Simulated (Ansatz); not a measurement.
What each rung costs, and what it gives

Saddle point of SiNH5SF2, closed shell (SiH₂SF₂ ([F][SiH]([F])[SH]) + NH₃ → SiNH₃F₂ ([NH2][SiH]([F])[F]) + H₂S; bonds formed: S2–H6; dative contacts that become bonds: Si1–N7; bonds broken: Si1–S2, H6–N7), PBE0-D4/def2-TZVP structure:

```
10
angstrom
Si -0.7833 0.1181 -0.5978
S 0.5843 1.5966 1.3036
F -1.5345 -0.9412 -1.5453
F 0.0587 0.9267 -1.6658
H -1.8992 0.6906 0.1524
H 0.6901 -0.0790 1.0252
N 0.3138 -1.0124 0.3033
H 1.6552 1.8696 0.5414
H 1.0664 -1.3764 -0.2748
H -0.1514 -1.7926 0.7580
```

Barriers are electronic and count from the start structure reached by relaxing down the imaginary mode.

Ansatz 0.2.0; basis: as named in each row; cores frozen in the correlated methods. B3LYP uses VWN-RPA correlation. Extrapolation: Hartree–Fock as exp(−7.88 √X), correlation as X^−2.97.

Times are rough, for one single point on 8 threads of a shared host (Intel Xeon 6975P-C).

The estimate by CCSD(T) at an estimated basis limit (MP2 extrapolated from triple and quadruple zeta, plus CCSD(T) − MP2 in triple zeta) is 24.31 kcal/mol.

```json
{"method": "HF", "basis": "STO-3G", "time (s)": "under 1", "barrier (kcal/mol)": "36.21", "method less estimate": "11.91"}
{"method": "PBE-D4", "basis": "STO-3G", "time (s)": "under 1", "barrier (kcal/mol)": "10.20", "method less estimate": "-14.11"}
{"method": "SPW92", "basis": "def2-SVP", "time (s)": "under 1", "barrier (kcal/mol)": "15.71", "method less estimate": "-8.60"}
{"method": "PBE-D4", "basis": "def2-SVP", "time (s)": "under 1", "barrier (kcal/mol)": "18.73", "method less estimate": "-5.57"}
{"method": "B3LYP-D4", "basis": "6-31G", "time (s)": "under 1", "barrier (kcal/mol)": "23.95", "method less estimate": "-0.36"}
{"method": "PBE0-D4", "basis": "def2-SVP", "time (s)": "under 1", "barrier (kcal/mol)": "21.59", "method less estimate": "-2.72"}
{"method": "SPW92", "basis": "def2-TZVPP", "time (s)": "under 1", "barrier (kcal/mol)": "16.14", "method less estimate": "-8.16"}
{"method": "PBE-D4", "basis": "def2-TZVPP", "time (s)": "under 1", "barrier (kcal/mol)": "18.91", "method less estimate": "-5.40"}
{"method": "BLYP-D4", "basis": "def2-TZVPP", "time (s)": "under 1", "barrier (kcal/mol)": "19.53", "method less estimate": "-4.78"}
{"method": "B3LYP-D4", "basis": "def2-TZVPP", "time (s)": "1", "barrier (kcal/mol)": "21.44", "method less estimate": "-2.86"}
{"method": "BHLYP-D4", "basis": "def2-TZVPP", "time (s)": "1", "barrier (kcal/mol)": "24.53", "method less estimate": "0.22"}
{"method": "r2SCAN-D4", "basis": "def2-TZVPP", "time (s)": "1", "barrier (kcal/mol)": "20.71", "method less estimate": "-3.59"}
{"method": "CAM-B3LYP-D4", "basis": "def2-TZVPP", "time (s)": "1", "barrier (kcal/mol)": "22.53", "method less estimate": "-1.78"}
{"method": "PBE0-D4", "basis": "def2-TZVPP", "time (s)": "2", "barrier (kcal/mol)": "21.28", "method less estimate": "-3.02"}
{"method": "r2SCAN0-D4", "basis": "def2-TZVPP", "time (s)": "2", "barrier (kcal/mol)": "22.31", "method less estimate": "-2.00"}
{"method": "wB97M-V", "basis": "def2-SVP", "time (s)": "2", "barrier (kcal/mol)": "23.57", "method less estimate": "-0.73"}
{"method": "RPA on PBE", "basis": "def2-TZVPP", "time (s)": "2", "barrier (kcal/mol)": "24.20", "method less estimate": "-0.10"}
{"method": "CCSD(T)", "basis": "def2-SVP", "time (s)": "2", "barrier (kcal/mol)": "27.59", "method less estimate": "3.29"}
{"method": "B2PLYP", "basis": "def2-TZVPP", "time (s)": "2", "barrier (kcal/mol)": "22.55", "method less estimate": "-1.75"}
{"method": "wB97X-V", "basis": "def2-TZVPP", "time (s)": "2", "barrier (kcal/mol)": "24.04", "method less estimate": "-0.26"}
{"method": "PBE-QIDH", "basis": "def2-TZVPP", "time (s)": "2", "barrier (kcal/mol)": "23.25", "method less estimate": "-1.06"}
{"method": "wB97M-V", "basis": "def2-TZVPP", "time (s)": "3", "barrier (kcal/mol)": "23.58", "method less estimate": "-0.73"}
{"method": "B97M-V", "basis": "def2-TZVPP", "time (s)": "3", "barrier (kcal/mol)": "24.56", "method less estimate": "0.25"}
{"method": "MP2", "basis": "def2-QZVPP", "time (s)": "9", "barrier (kcal/mol)": "23.09", "method less estimate": "-1.22"}
{"method": "CCSD(T)", "basis": "def2-TZVPP", "time (s)": "29", "barrier (kcal/mol)": "24.41", "method less estimate": "0.11"}
```

All methods are single points on the PBE0-D4 structures.

The T1 diagnostic stays at or below 0.012.

Labels in which every atom is bracketed show which atoms are joined, not bond orders.
